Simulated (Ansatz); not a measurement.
`C#C[SiH2][GaH2]` + `[AlH2][SiH3]` → `C#C[SiH2][AlH][SiH3]` + `[GaH3]`  (formal exchange of groups at the Si–Ga bond)

Isolated molecules relaxed with PBE0-D4/def2-TZVP in Ansatz; ΔE leaves out vibrations. CCSD(T)/CBS is the MP2 limit (def2-TZVPP, def2-QZVPP) plus CCSD(T) − MP2 in def2-TZVPP, frozen cores. This one scheme is used for every species. DFT in def2-TZVPP. B3LYP here is the variant with VWN-RPA as its local correlation; programs differ in this. For Ga outer-core shells are correlated without core-valence functions, which leaves a few kJ/mol of doubt a bond. Scalar relativity is left out up to krypton. One conformer a species, not always the lowest.

```json
{"level": "PBE-D4", "ΔE (kJ/mol)": "-25.3", "difference from CCSD(T)/CBS": "-21.1"}
{"level": "revPBE-D4", "ΔE (kJ/mol)": "-23.7", "difference from CCSD(T)/CBS": "-19.5"}
{"level": "r2SCAN-D4", "ΔE (kJ/mol)": "-26.1", "difference from CCSD(T)/CBS": "-21.9"}
{"level": "B3LYP-D4", "ΔE (kJ/mol)": "-1.6", "difference from CCSD(T)/CBS": "2.6"}
{"level": "BHLYP-D4", "ΔE (kJ/mol)": "5.3", "difference from CCSD(T)/CBS": "9.5"}
{"level": "CAM-B3LYP-D4", "ΔE (kJ/mol)": "2.5", "difference from CCSD(T)/CBS": "6.7"}
{"level": "PBE", "ΔE (kJ/mol)": "-20.0", "difference from CCSD(T)/CBS": "-15.8"}
{"level": "BHLYP", "ΔE (kJ/mol)": "12.3", "difference from CCSD(T)/CBS": "16.5"}
{"level": "HF/def2-TZVPP", "ΔE (kJ/mol)": "35.8", "difference from CCSD(T)/CBS": "40.0"}
{"level": "CCSD(T)/def2-TZVPP", "ΔE (kJ/mol)": "-5.8", "difference from CCSD(T)/CBS": "-1.6"}
{"level": "CCSD(T)/CBS", "ΔE (kJ/mol)": "-4.2", "difference from CCSD(T)/CBS": "0"}
```

Largest T1 diagnostic among the species: 0.015.

The D4 term adds −8.4 kJ/mol with B3LYP and −4.7 kJ/mol with PBE0; it sums over pairs of atoms, weighted by their polarisabilities, and B3LYP, whose exchange is more repulsive, gets the larger term. From PBE to PBE0 (25 % exact exchange), in def2-TZVPP and without D4, ΔE moves by +4.1 kJ/mol.
